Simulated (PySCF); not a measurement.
Input for PySCF: R-HF/STO-3G on CH7GaO (a complex), monomers drawn apart or pushed together.

```python
from pyscf import gto, scf, dft, mp
from pyscf.data.elements import chemcore

mol = gto.M(
    atom='''
    Ga   -0.06008883   -0.85086794    0.70335088
    H    -1.29184569    0.02847900    0.26727584
    H    -0.34587416   -2.20267583    1.47657984
    H     1.33152400   -0.68724886   -0.02212534
    C    -0.39292802    0.17128804    3.39381158
    O     0.48837426    0.21858280    2.25637587
    H    -0.46504034   -0.84349416    3.78710779
    H    -1.36751623    0.49111405    3.03499846
    H    -0.04273643    0.85869396    4.16381200
    H     1.38602702   -0.01323974    2.52170235
    ''',
    basis='sto-3g',
    charge=0, spin=0, verbose=3, max_memory=1800)
mf = scf.RHF(mol)
mf.conv_tol = 1e-8
mf.max_cycle = 100
mf.kernel()
if not mf.converged:
    mf = mf.newton().run(mf.mo_coeff, mf.mo_occ)
```

It printed:

```
converged SCF energy = -2016.18650769292
```

The run converged.

Cost: roughly 0.14 core-seconds.
